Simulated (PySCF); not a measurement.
C₄H₄OSe, SMILES C=C1C[Se]C1=O.

Geometry optimised at PBE0-D3(BJ)/def2-SVP. This is a generated structure with no PubChem entry under its InChIKey; it may be hypothetical.

The numbers are results of PySCF with CAM-B3LYP/def2-TZVP, not measurements.

Isolated molecule, no solvent.

- total energy: -2631.67150 hartree
- point group: Cs
- highest occupied level: -8.33 eV
- lowest empty level: -0.96 eV
- orbital gap: 7.36 eV
- dipole moment: 3.61 D
- quadrupole, principal values (traceless, Buckingham form, about the centre of nuclear charge): -5.38, -2.20, 7.58 D·Å
- mean static polarisability: 75.3 bohr³ (11.15 Å³)
- polarisability, principal values: 46.4, 75.3, 104.0 bohr³
